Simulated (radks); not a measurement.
The numbers below are computed, except where a source is named.
The phosphorus anion P3-, [Ar], held by a Watson sphere: a shell of charge +4.12 at radius R that stands for the Madelung well of a crystal (potential energy -4.12/R inside, -4.12/r outside, in hartree with lengths in bohr). Level of theory: scalar-relativistic Kohn-Sham, LDA (Slater exchange, Perdew-Wang correlation), spin-unpolarised, spherical densities, finite nucleus; Fermi nuclear charge, rms radius of each element as measured or else 0.836 A^(1/3) + 0.57 fm (a radial shooting solver on a logarithmic mesh with Libxc functionals). Response by self-consistent Sternheimer equations with the Hartree and adiabatic LDA kernel, the relativistic mass of each level held fixed and spin-orbit coupling left out. The sphere does not respond.

R (bohr) = 1.87: e(2p) (eV) -131.93; e(3s) (eV) -28.963; e(3p) (eV) -19.735; <r> 3p (bohr) 2.027; sum of <r^2> (bohr^2) 38.33; X-ray form factor at sin(theta)/lambda = 0.1 1/angstrom 15.556; alpha (bohr^3) 16.51
R (bohr) = 2.53: e(2p) (eV) -129.38; e(3s) (eV) -24.431; e(3p) (eV) -16.446; <r> 3p (bohr) 2.318; sum of <r^2> (bohr^2) 48.64; X-ray form factor at sin(theta)/lambda = 0.1 1/angstrom 15.037; alpha (bohr^3) 27.57
R (bohr) = 3.09: e(2p) (eV) -128.26; e(3s) (eV) -21.431; e(3p) (eV) -14.004; <r> 3p (bohr) 2.548; sum of <r^2> (bohr^2) 57.73; X-ray form factor at sin(theta)/lambda = 0.1 1/angstrom 14.642; alpha (bohr^3) 42.37
R (bohr) = 3.56: e(2p) (eV) -127.43; e(3s) (eV) -19.464; e(3p) (eV) -12.278; <r> 3p (bohr) 2.730; sum of <r^2> (bohr^2) 65.48; X-ray form factor at sin(theta)/lambda = 0.1 1/angstrom 14.353; alpha (bohr^3) 60.16
R (bohr) = 3.85: e(2p) (eV) -126.95; e(3s) (eV) -18.461; e(3p) (eV) -11.354; <r> 3p (bohr) 2.839; sum of <r^2> (bohr^2) 70.34; X-ray form factor at sin(theta)/lambda = 0.1 1/angstrom 14.194; alpha (bohr^3) 74.30
R (bohr) = 3.93: e(2p) (eV) -126.82; e(3s) (eV) -18.209; e(3p) (eV) -11.117; <r> 3p (bohr) 2.868; sum of <r^2> (bohr^2) 71.70; X-ray form factor at sin(theta)/lambda = 0.1 1/angstrom 14.153; alpha (bohr^3) 78.70
R (bohr) = 4.48: e(2p) (eV) -125.98; e(3s) (eV) -16.727; e(3p) (eV) -9.673; <r> 3p (bohr) 3.067; sum of <r^2> (bohr^2) 81.30; X-ray form factor at sin(theta)/lambda = 0.1 1/angstrom 13.896; alpha (bohr^3) 115.7
